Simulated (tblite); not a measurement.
C7H11NOSi.
Z-matrix (Å and degrees, GFN2-xTB geometry), rows numbered from 1:
```
C 
C   1  1.4079
C   2  1.3670  1  106.93
N   3  1.3598  2  108.86  1    -0.04
C   4  1.4362  3  125.39  2   179.80
C   5  1.5422  4  112.33  3   119.12
O   6  1.4016  5  109.21  4   163.32
Si  7  1.6372  6  115.13  5   -23.70
C   5  1.5329  4  113.87  3  -119.53
C   4  1.3612  3  108.43  2     0.08
H   1  1.0721  2  126.69  3  -179.94
H   2  1.0719  1  126.70  3   179.86
H   3  1.0727  2  130.17  1   179.71
H   5  1.0959  4  107.53  3     0.81
H   6  1.0934  5  111.42  4   -77.03
H   6  1.0954  5  110.03  4    43.35
H   8  1.4576  7  110.03  6  -114.33
H   8  1.4580  7  108.62  6   119.41
H   9  1.0899  5  109.60  4   -39.90
H   9  1.0870  5  110.84  4    78.19
H  10  1.0724  1  129.68  2  -179.79
```

Calculated harmonic vibrations of the isolated species, GFN2-xTB (tblite), most abundant isotopes, no scaling. Against measured fundamentals such values can be off by several per cent, at times by over 20. Modes of hydrogen on silicon can be 10 to 20 % off. One conformer, not necessarily the lowest.

Harmonic wavenumbers (cm⁻¹): 55.7, 72.7, 106.2, 134.4, 245.6, 321.1, 352.7, 452.6, 483.7, 515.0, 574.0, 582.4, 589.8, 671.4, 736.7, 757.2, 773.5, 778.3, 787.5, 795.7, 816.2, 818.1, 836.9, 840.2, 911.4, 977.2, 992.9, 1080.2, 1083.9, 1097.7, 1103.8, 1108.0, 1136.1, 1188.4, 1209.5, 1211.2, 1277.6, 1300.3, 1312.2, 1335.4, 1422.2, 1429.2, 1479.1, 1483.8, 1490.7, 1554.3, 2301.0, 2318.9, 2921.0, 2935.6, 2958.7, 2996.0, 3027.2, 3151.4, 3153.3, 3164.8, 3175.3.

A = 3562, B = 616.9, C = 608.8 MHz; mass 153.061 u (most abundant isotopes); point group C1, symmetry number 1.

Zero-point energy?

Half the sum of the wavenumbers: 36193 cm⁻¹ = 432.96 kJ/mol.

What is S at 273.15 K and 1 bar for an ideal gas of classical rigid rotors and harmonic oscillators?

Translation 169.78, rotation 123.86, vibration 98.41: S = 392.0 J/(mol K).

And Cp and H(273.15 K) − H(0)?

Cp = 152.98 J/(mol K), of which vibrations give 119.72 (their classical limit is 57 R = 473.9); H(273.15 K) − H(0) = 23.79 kJ/mol without the zero-point energy, 14.71 from vibrations.

Which modes carry the vibrational entropy at 273.15 K?

55.7 cm⁻¹: 18.54; 72.7 cm⁻¹: 16.35; 106.2 cm⁻¹: 13.25; 134.4 cm⁻¹: 11.36; 245.6 cm⁻¹: 6.73; 321.1 cm⁻¹: 4.87 J/(mol K); the other 51 give 27.31 together.

How do the functions run with temperature in this model?

```csv
T (K),S (J/(mol K)),Cp (J/(mol K)),H − H(0) (kJ/mol),G − H(0) (kJ/mol),ln q(vib)
50,248.5,53.0,2.05,-10.37,0.43
100,290.7,69.9,5.14,-23.93,1.48
298.15,406.1,167.1,27.79,-93.27,5.96
373.15,448.0,207.6,41.87,-125.30,7.82
500,517.1,264.9,72.00,-186.55,11.14
750,640.2,340.7,148.53,-331.61,17.82
1000,745.1,387.5,239.98,-505.12,24.24
```

q(vib) and H(0) count from the zero-point level.

Hindered rotation and anharmonicity are outside this model. Other conformers, if any are populated, would add a mixing term that is left out. The structure is chiral; the term R ln 2 for an equal mix with its mirror image is left out.
